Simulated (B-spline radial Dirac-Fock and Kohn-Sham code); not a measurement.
# Satellites and hypersatellites of the K lines of Zn⁶⁺

System: zinc as Zn⁶⁺ in the configuration [Ar] 3d6.

These are calculated numbers from a radial finite-basis atomic code; the model is multi-electron Dirac-Fock with separately optimised hole states, Breit and Lamb-shift corrections added in first order. Each two-hole energy is an average over J within one jj subconfiguration, not an observable level; in light atoms, where LS coupling holds, the j-resolved values are not observed lines, and for a K spectator the Kα1 hypersatellite is nearly forbidden. Electron correlation is not included.

Lines without a spectator: Kα2 (K-L2) 8612.4 eV, Kα1 (K-L3) 8635.8 eV, Kβ3 (K-M2) 9581.6 eV, Kβ1 (K-M3) 9585.1 eV. Shifts in eV with one spectator hole (a dash: not computed, or left out as unreliable):

```
spectator hole     Kα2     Kα1     Kβ3     Kβ1
        K (1s)  +319.0  +322.4  +401.7  +402.3
    L2 (2p1/2)   +30.8   +37.8       –   +86.3
    L3 (2p3/2)   +34.4   +33.2   +82.7       –
    M2 (3p1/2)       –   +3.36   +8.96  +10.99
    M3 (3p3/2)   +3.01       –  +10.37   +9.88
```

With n spectator holes in 2p, averaged over the 2p shell (energies in eV):

```csv
n,KαLⁿ,step,hypersatellite KαʰLⁿ
0,8628.0,–,8949.2
1,8662.6,+34.6,8985.1
2,8698.3,+35.8,9022.1
3,8735.3,+37.0,9060.4
4,8773.5,+38.2,9099.9
5,8813.0,+39.4,9140.6
```

Run: 29 s of CPU time on 1 thread of Intel(R) Xeon(R) Platinum 8259CL CPU @ 2.50GHz (shared host), peak memory 0.38 GiB.
